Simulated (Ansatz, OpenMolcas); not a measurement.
**Abstraction of F: SF2 + BF2 → SF + BF3**

Species: SF2 (sulfur difluoride) `FSF`, singlet; BF2 `F[B]F`, doublet; SF (Monosulfur monofluoride), doublet; BF3 (boron trifluoride) `FB(F)F`, singlet. A radical takes F: the energy is the difference in strength between the S–F bond broken and the B–F bond made.

Shapes, held fixed at every level: PBE0-D4/def2-TZVP. Programs: Ansatz 0.2.0, OpenMolcas 26.06. The zero-point and thermal change to 298 K, harmonic and unscaled (PBE0-D4/def2-TZVP), is +5.8 kJ/mol.

(1) Estimate ΔH(298 K) of this reaction.

Answers

(1) The highest level, CCSD(T)/CBS estimate, gives ΔH(298 K) = -338.4 kJ/mol; the levels span -393.1 to -306.8. The column of differences is taken from that level and isn't an error. No measured value is set beside it here. Open shells run unrestricted unless RO is named. The CBS estimate extrapolates MP2 from def2-TZVPP and def2-QZVPP and adds CCSD(T) − MP2 in the triple-zeta set, cores frozen.

```tsv
level	kind	ΔH(298 K) (kJ/mol)	less CCSD(T)/CBS estimate
PBE-D4/def2-TZVPP	GGA	-306.8	+31.6
B3LYP/6-31G* (spherical functions)	global hybrid	-369.1	-30.7
r2SCAN0-D4/def2-TZVPP	global hybrid	-337.2	+1.2
CCSD(T)/def2-SVP	coupled cluster or CI	-393.1	-54.7
CCSD(T)/def2-TZVPP	coupled cluster or CI	-348.9	-10.5
CCSD/def2-TZVPP	coupled cluster or CI	-355.6	-17.2
CCSD(T)/CBS estimate	coupled cluster or CI	-338.4	0.0
```
